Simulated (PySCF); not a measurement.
**Broadened absorption spectrum of AsMe2(iPr)**

AsMe2(iPr), C₅H₁₃As.
InChI=1S/C5H13As/c1-5(2)6(3)4/h5H,1-4H3

Computed with TDDFT CAM-B3LYP/def2-SVPD, vertical, gas phase, core orbitals frozen in the response (PySCF 2.14.0, density-fitted response routines). One conformer (not necessarily the lowest) at the PBE0-D3(BJ)/def2-SVP geometry, without solvent, vibrations or thermal averaging. The CAM-B3LYP/def2-SVPD calculation is non-relativistic and has no spin–orbit coupling, an omission that weighs most on arsenic.

Computed states:

```csv
state,E (eV),f
S1,6.34,0.098
S2,6.38,0.131
S3,6.57,0.023
S4,7.17,0.277
S5,7.51,0.016
S6,7.62,0.0078
S7,7.78,0.0014
S8,7.97,0.075
S9,8.03,0.0006
S10,8.13,0.026
```

Broadening: Gaussians 0.5 eV wide at half height, area fixed by f = 4.319×10⁻⁹ ∫ε dν̃. The cross-section is σ = 3.8235×10⁻²¹ ε cm², given in Mb (10⁻¹⁸ cm²). The width is an assumption, not a result. The curve ends short of the highest state used, and states not computed would add to its high-energy end.

Task: Give the broadened spectrum and its maxima.

Result: 
```json
{"λ (nm)": "164.8", "σ (Mb)": "20.70"}
{"λ (nm)": "166.1", "σ (Mb)": "27.03"}
{"λ (nm)": "167.4", "σ (Mb)": "34.84"}
{"λ (nm)": "168.7", "σ (Mb)": "43.14"}
{"λ (nm)": "170.1", "σ (Mb)": "51.14"}
{"λ (nm)": "171.4", "σ (Mb)": "56.32"}
{"λ (nm)": "172.7", "σ (Mb)": "58.39"}
{"λ (nm)": "174.0", "σ (Mb)": "57.02"}
{"λ (nm)": "175.4", "σ (Mb)": "52.16"}
{"λ (nm)": "176.7", "σ (Mb)": "45.51"}
{"λ (nm)": "178.0", "σ (Mb)": "38.06"}
{"λ (nm)": "179.3", "σ (Mb)": "31.02"}
{"λ (nm)": "180.7", "σ (Mb)": "25.01"}
{"λ (nm)": "182.0", "σ (Mb)": "21.55"}
{"λ (nm)": "183.3", "σ (Mb)": "20.40"}
{"λ (nm)": "184.6", "σ (Mb)": "21.49"}
{"λ (nm)": "186.0", "σ (Mb)": "24.82"}
{"λ (nm)": "187.3", "σ (Mb)": "29.36"}
{"λ (nm)": "188.6", "σ (Mb)": "34.65"}
{"λ (nm)": "189.9", "σ (Mb)": "39.99"}
{"λ (nm)": "191.3", "σ (Mb)": "45.01"}
{"λ (nm)": "192.6", "σ (Mb)": "48.37"}
{"λ (nm)": "193.9", "σ (Mb)": "50.06"}
{"λ (nm)": "195.2", "σ (Mb)": "49.91"}
{"λ (nm)": "196.6", "σ (Mb)": "47.75"}
{"λ (nm)": "197.9", "σ (Mb)": "44.16"}
{"λ (nm)": "199.2", "σ (Mb)": "39.44"}
{"λ (nm)": "200.5", "σ (Mb)": "34.07"}
{"λ (nm)": "201.9", "σ (Mb)": "28.07"}
{"λ (nm)": "203.2", "σ (Mb)": "22.70"}
{"λ (nm)": "204.5", "σ (Mb)": "17.81"}
{"λ (nm)": "205.8", "σ (Mb)": "13.58"}
{"λ (nm)": "207.2", "σ (Mb)": "9.83"}
{"λ (nm)": "208.5", "σ (Mb)": "7.08"}
{"λ (nm)": "209.8", "σ (Mb)": "4.97"}
{"λ (nm)": "211.1", "σ (Mb)": "3.40"}
{"λ (nm)": "212.5", "σ (Mb)": "2.20"}
{"λ (nm)": "213.8", "σ (Mb)": "1.44"}
{"λ (nm)": "215.1", "σ (Mb)": "0.92"}
{"λ (nm)": "216.4", "σ (Mb)": "0.57"}
{"λ (nm)": "217.8", "σ (Mb)": "0.34"}
{"λ (nm)": "219.1", "σ (Mb)": "0.20"}
{"λ (nm)": "220.4", "σ (Mb)": "0.12"}
{"λ (nm)": "221.7", "σ (Mb)": "0.07"}
```

Maxima: 194 nm (6.38 eV), ε about 13000, made up of S1 (40%) and S2 (54%); 173 nm (7.17 eV), ε about 15000, made up of S4 (98%) (ε in L mol⁻¹ cm⁻¹; maxima over ε = 5, shares over 10%).

Task: On this curve, what absorbance would a 10⁻⁴ mol/L sample give at 193 nm over a 1 cm path?

Result: 193 nm is 6.424 eV, where ε is about 13000 L mol⁻¹ cm⁻¹, so A = ε c l ≈ 1.3 (Beer–Lambert, with the gas-phase spectrum and the assumed width).

Task: Coming from long wavelengths, where does ε first pass 100 L mol⁻¹ cm⁻¹?

Result: At about 217 nm (5.70 eV), 0.64 eV below S1.

Task: What would ε be at 7.17 eV, the highest of these maxima, with half the width (0.25 eV)?

Result: About 29900 L mol⁻¹ cm⁻¹ against 15300, a factor of about 1.96; a lone state at its own centre would give exactly 2.

Time: 2.9 min of wall time (with the writing of density and orbital grids); peak memory 1.3 GiB. Hardware: one thread of an Intel Xeon at 2.50 GHz, shared host with 64 logical CPUs at a one-minute load of 57.
